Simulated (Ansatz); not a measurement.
Reading a saddle point

A first-order saddle point of BSiH$_{5}$OF$_{2}$, singlet, PBE0-D4/def2-TZVP, with one imaginary mode of 1345i cm⁻¹:

| atom | x (Å) | y (Å) | z (Å) |
| --- | --- | --- | --- |
| B1 | -0.4245 | -0.8777 | 0.2627 |
| Si2 | 0.9735 | 0.6808 | -0.6573 |
| F3 | -1.2875 | -1.2357 | -0.7119 |
| F4 | 0.3880 | -1.8169 | 0.7615 |
| H5 | -0.3901 | 0.5425 | 0.6970 |
| O6 | -1.1478 | -0.0944 | 1.3825 |
| H7 | 0.3836 | 1.8809 | -1.3138 |
| H8 | 2.1303 | 1.0997 | 0.1766 |
| H9 | 1.4356 | -0.2576 | -1.7115 |
| H10 | -2.0609 | 0.0784 | 1.1141 |

Program: Ansatz 0.2.0. Basis: def2-TZVPP and def2-QZVPP. Cores are frozen in the correlated methods. Extrapolation: Hartree–Fock as exp(−7.88 √X), correlation as X^−2.97.

**Question.** Which contacts change along the imaginary mode, and what lies on either side? (Judge from chemistry; the calculation decides.)

**Answer.** Computed: The step is BSiH₃F₂ ([F][B]([F])[SiH3]) + H₂O → BHOF₂ ([OH][B]([F])[F]) + SiH₄, with the molecules in contact on both sides. Shortening one way: B1–O6, Si2–H5; lengthening the same way: B1–Si2, H5–O6.
| pair | one side (Å) | saddle (Å) | other side (Å) |
| --- | --- | --- | --- |
| B1–O6 | 1.89 | 1.55 | 1.34 |
| Si2–H5 | 3.67 | 1.93 | 1.49 |
| B1–Si2 | 2.04 | 2.29 | 3.71 |
| H5–O6 | 0.97 | 1.20 | 3.17 |

**Question.** Which side is lower, and how far does the saddle lie above each? (An estimate is asked for; the value comes from the calculation.)

**Answer.** Computed: The side with B1–O6, Si2–H5 short is lower by 1.373 eV; the saddle lies 2.667 eV above it and 1.294 eV above the other (CCSD(T) at an estimated basis limit (MP2 extrapolated from triple and quadruple zeta, plus CCSD(T) − MP2 in triple zeta); electronic energies).

No T1 diagnostic of these runs exceeds 0.013.

Labels in which every atom is bracketed show which atoms are joined, not bond orders.

For scale, one of the runs: CCSD(T)/def2-TZVPP, 236 basis functions, launched by `ansatz run in.yaml --threads 4 --pin off --events-out ev --progress --plain --max-ram 9574MiB`. Hardware: 4 CPU threads of an Arm Neoverse V2, shared host. Wall time 2.2 min; peak host memory 4.6 GiB.
